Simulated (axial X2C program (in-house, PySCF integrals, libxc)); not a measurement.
Low determinants of NiP at the PBE0 level, without spin–orbit coupling

Calculated with an in-house relativistic program for diatomic molecules. Spin-free means the one-electron spin-free X2C Hamiltonian. Basis: Ni dyall-cv3z [9s9p6d3f2g], P dyall-v3z [8s7p2d1f] (cores contracted in-house); Gaussian nuclei, density fitting, unrestricted open shells. Masses: Ni 57.935 u, P 30.974 u.

Search at 2.105 Å (vertical energies from the lowest determinant):

```
ΔE (eV)             state  electrons beyond evenly filled partner blocks  electrons in σ, π, δ, φ
   0.00  M_S = 3/2, Λ = 2                        π+α, π-α, δ+α, δ+β, δ-α                22 18 3 0
   0.06  M_S = 3/2, Λ = 0                                   σα, π+α, π-α                21 18 4 0
   0.06  M_S = 1/2, Λ = 1                                            π+α                22 17 4 0
   0.37  M_S = 3/2, Λ = 1                          2 × π+α, π+β, 2 × π-α                22 17 4 0
   0.88  M_S = 1/2, Λ = 4                        π+α, π+β, δ+α, δ+β, δ-α                22 18 3 0
   0.88  M_S = 1/2, Λ = 2                        π+β, π-α, δ+α, δ+β, δ-α                22 18 3 0
   0.92  M_S = 1/2, Λ = 2                        π+α, π-β, δ+α, δ+β, δ-α                22 18 3 0
```

Lowest determinant, M_S = 3/2, Λ = 2 (beyond evenly filled blocks: π+α, π-α, δ+α, δ+β, δ-α): Re = 2.092 Å, ωe = 409.7 cm⁻¹.

The determinant in row 2 of the search, M_S = 3/2, Λ = 0 (beyond evenly filled blocks: σα, π+α, π-α), was followed along the bond at PBE0; measured from the minimum of the lowest determinant it gives:

Te = 0.058 eV (468 cm⁻¹), Re = 2.120 Å, ωe = 367.9 cm⁻¹.

Problem. Compare the bond of the determinant in row 2 with that of the lowest one.

Solution. At PBE0 its Re is 0.028 Å longer and its force constant, which goes as ωe², is 0.81 times that of the lowest determinant. T0 ≈ Te + Δωe/2 = 468 + (-21) = 447 cm⁻¹.

The search compares states at one distance, so a state with another bond length can lie lower; it is not exhaustive and yields mostly the lowest determinant of each block pattern, so other components and higher states of one pattern are missing. These are energies of single determinants, not of spin-adapted states; PBE0 term energies can be off by some tenths of an eV, and the functional has no current term. The lowest determinant need not be the ground state where others lie within half an eV.
